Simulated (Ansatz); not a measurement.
Basis-set extrapolation for `[CH3][Al@H-]1[Cl+][Al@@H-]([CH3])[Cl+]1` (PBE0-D4/def2-TZVP geometry, frozen core, the Gaussian-basis code of Ansatz). Multiplicity 1, RHF reference.

```
                       def2-TZVPP    def2-QZVPP
                 HF  -1483.488105  -1483.531861
    MP2 correlation     -0.913535     -0.988634
CCSD(T) correlation     -1.030432       not run
```

Energies in hartree. Use E(X) = E(∞) + A·exp(−7.88·√X) for Hartree–Fock and E(X) = E(∞) + B·X^(−2.97) for correlation, with X = 3 and 4, and add CCSD(T) minus MP2 of the smaller set to the MP2 limit.

Q: What is the CCSD(T) energy at the basis-set limit?

A: HF limit: -1483.531861 + (-0.043756) × 0.13774 = -1483.53789. MP2 limit: -0.988634 + (-0.075099) × 0.74074 = -1.04426. Higher-order term: -1.030432 − (-0.913535) = -0.11690. Total: -1484.69905 hartree, 4.91 eV below CCSD(T)/def2-TZVPP.
